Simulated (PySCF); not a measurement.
[Co(NH3)6]2+: Co(II) (d7), charge +2. The structure is a PBE0-D3(BJ)/def2-SVP, IEF-PCM water geometry optimised for multiplicity 4; coordination octahedral, point group S6, metal–donor distances 2.18 Å.

```
25

Co    0.0000    0.0000    0.0000
N    -0.0177   -0.0177    2.1794
H     0.9126    0.0184    2.5991
H    -0.5312    0.7660    2.5859
H    -0.4572   -0.8574    2.5598
N     0.0177    0.0177   -2.1794
H    -0.9126   -0.0184   -2.5991
H     0.4572    0.8574   -2.5598
H     0.5312   -0.7660   -2.5859
N     2.1794   -0.0177   -0.0177
H     2.5991    0.9126    0.0184
H     2.5859   -0.5312    0.7660
H     2.5598   -0.4572   -0.8574
N    -2.1794    0.0177    0.0177
H    -2.5991   -0.9126   -0.0184
H    -2.5598    0.4572    0.8574
H    -2.5859    0.5312   -0.7660
N    -0.0177    2.1794   -0.0177
H     0.0184    2.5991    0.9126
H     0.7660    2.5859   -0.5312
H    -0.8574    2.5598   -0.4572
N     0.0177   -2.1794    0.0177
H    -0.0184   -2.5991   -0.9126
H     0.8574   -2.5598    0.4572
H    -0.7660   -2.5859    0.5312
```

Method (PySCF 2.14, density fitting): CASSCF(7,5) with orbitals averaged over all microstates of the shell, strongly contracted NEVPT2 on the averaged canonical orbitals; basis x2c-TZVPall on the metal, x2c-SVPall elsewhere; spin-free X2C; IEF-PCM water; spin-orbit coupling by state interaction with the mean-field operator over all roots.

Problem. What is the ground state?

Solution. 4Ag (from 4T1g) (S = 3/2, orbital degeneracy 1), with 4.9 electrons in the lower (t2g-type) set and 2.1 in the upper (eg-type) set, by NEVPT2; the next part of the same split term lies only 28 cm⁻¹ higher, which doesn't decide their order.

Problem. List the excited states of the same spin.

Solution. By NEVPT2: 4Eg (from 4T1g) at 28 cm⁻¹; 4Eg (from 4T2g) at 9960 cm⁻¹ (1004 nm); 4Ag (from 4T2g) at 10017 cm⁻¹ (998 nm); 4Ag (from 4A2g) at 21246 cm⁻¹ (471 nm); 4Eg (from 4T1g) at 23405 cm⁻¹ (427 nm); 4Ag (from 4T1g) at 23620 cm⁻¹ (423 nm). All are electric-dipole forbidden at this geometry.

Problem. Which is the lowest state of another spin?

Solution. 2Eg at 8680 cm⁻¹ by NEVPT2; CASSCF alone puts it at 13169 cm⁻¹ above the same ground state.

Problem. What ligand-field parameters describe the result?

Solution. At CASSCF level (the NEVPT2 levels don't fit a ligand-field model well): orbital energies 0, 95, 95, 8712, 8712 cm⁻¹; 10Dq = 8648 cm⁻¹ (difference of the means of the two sets); B = 1194 cm⁻¹; C = 4421 cm⁻¹; B over its free-ion value at the same level 0.955; rms of the fit 59 cm⁻¹; ζ = 515 cm⁻¹ (free ion 526).

Problem. What are the magnetic parameters?

Solution. Degenerate or low-lying orbital states mix with the ground state, so no spin-only Hamiltonian applies. The lowest spin-orbit level is 2-fold, effective g = 4.20, 4.47, 4.47; the next lies at 338.5 cm⁻¹. μeff is 5.25 μB at 300 K and 3.90 μB at 10 K; the spin-only value is 3.88 μB.

4Eg (from 4T1g) (28 cm⁻¹) lies within 300 cm⁻¹ of 4Ag (from 4T1g) at NEVPT2 level, inside the method's error: they are parts of one split term, whose order is undecided, and g values and low-temperature moments can hang on it. NEVPT2 lifts 4Eg (from 4T2g) from 7524 to 9960 cm⁻¹; on the d shell alone it tends to overshoot states that fill the eg-type orbitals. Gaps between spin states lean to high spin in this active space.
